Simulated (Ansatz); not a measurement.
Computed with Ansatz on PBE0-D4/def2-TZVP structures; ΔE is electronic, products minus reactants. CCSD(T)/CBS is the MP2 limit (def2-TZVPP, def2-QZVPP) plus CCSD(T) − MP2 in def2-TZVPP, frozen cores. This one scheme is used for every species, atoms too. DFT in def2-TZVPP. B3LYP here is the variant with VWN-RPA as its local correlation; programs differ in this. No spin–orbit coupling; open shells (•) take unrestricted orbitals. Spin–orbit coupling would lower the free atoms: a little for B, C, S, Si. One conformer a species, not always the lowest.

`BCSC[SiH3]` → B• + 2 C• + 9 H• + S• + Si•  (atomization)

```
             level  ΔE (kcal/mol)  difference from CCSD(T)/CBS
            PBE-D4         1158.9                         12.4
         r2SCAN-D4         1152.3                          5.8
          B3LYP-D4         1149.8                          3.3
           ωB97X-V         1154.4                          7.9
           ωB97M-V         1153.9                          7.4
            B2PLYP         1134.8                        -11.7
              PBE0         1144.0                         -2.5
             B3LYP         1137.6                         -8.9
     HF/def2-TZVPP          870.8                       -275.7
    MP2/def2-TZVPP         1126.4                        -20.1
SCS-MP2/def2-TZVPP         1128.3                        -18.2
   CCSD/def2-TZVPP         1106.1                        -40.4
CCSD(T)/def2-TZVPP         1119.4                        -27.1
    MP2/def2-QZVPP         1142.4                         -4.1
SCS-MP2/def2-QZVPP         1146.2                         -0.3
     MP2/CBS(def2)         1153.5                          7.0
       CCSD(T)/CBS         1146.5                            0
```

Largest T1 diagnostic among the species: 0.014.

The D4 term adds +12.2 kcal/mol with B3LYP and +6.4 kcal/mol with PBE0; it sums over pairs of atoms, weighted by their polarisabilities, and B3LYP, whose exchange is more repulsive, gets the larger term. In def2-TZVPP, CCSD(T) changes the Hartree–Fock value by +248.6 kcal/mol (the triples alone add +13.3 kcal/mol) and MP2 by +255.6 kcal/mol; breaking electron pairs costs correlation energy, which Hartree–Fock lacks.

For atomizations the MP2-based limit and the directly extrapolated one differ by several kJ/mol either way, and by 10 to 25 for some Ge, Se and Sn compounds, so smaller differences from it don't rank the levels.
